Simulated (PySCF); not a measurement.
FH5SSi2, SMILES F[SiH2]S[SiH3]. Atoms are numbered in the order given.

```xyz
9

Si    -1.7665     0.2759    -0.0982
S     -0.0997    -0.7759    -0.9659
Si     1.4061     0.2447     0.1203
F      0.9857     0.2695     1.6947
H     -2.1834    -0.3521     1.1816
H     -1.3726     1.6925     0.1386
H     -2.8768     0.2057    -1.0838
H      1.5296     1.6607    -0.3024
H      2.6735    -0.5059    -0.0410
```

The structure is a stationary point at ωB97X-D3(BJ)/def2-SVP. This is a generated structure with no PubChem entry under its InChIKey; it may be hypothetical. One conformer was computed; it need not be the lowest.

These are PySCF with PBE/def2-TZVP values and carry that method's errors.

ESP charges are fitted to the potential on shells at 1.4 to 2.0 van der Waals radii. Atomic charges (e):

| atom | ESP fit | IAO | Löwdin |
|---|---|---|---|
| Si1 | 0.13 | 0.51 | -0.01 |
| S2 | -0.18 | -0.40 | 0.30 |
| Si3 | 0.28 | 0.96 | [?] |
| F4 | -0.20 | -0.52 | [?] |
| H5 | 0.00 | -0.10 | -0.03 |
| H6 | -0.01 | -0.10 | -0.03 |
| H7 | 0.00 | -0.09 | -0.03 |
| H8 | -0.03 | -0.13 | [?] |
| H9 | 0.01 | -0.12 | [?] |

Q: Fill in the missing entries. (The exact figures need the calculation; the answer reports its results.)

A: 
- Si3, Löwdin: -0.12
- F4, Löwdin: 0.00
- H8, Löwdin: -0.04
- H9, Löwdin: -0.04

Computed Mayer and Wiberg (Löwdin basis) orders of the bonds:
| bond | Mayer | Wiberg |
|---|---|---|
| Si1–S2 | 1.10 | 1.52 |
| S2–Si3 | 1.18 | 1.61 |
| Si3–F4 | 1.11 | 1.72 |
| Si1–H5 | 0.93 | 0.97 |
| Si1–H6 | 0.93 | 0.95 |
| Si1–H7 | 0.93 | 0.97 |
| Si3–H8 | 0.92 | 0.94 |
| Si3–H9 | 0.92 | 0.95 |
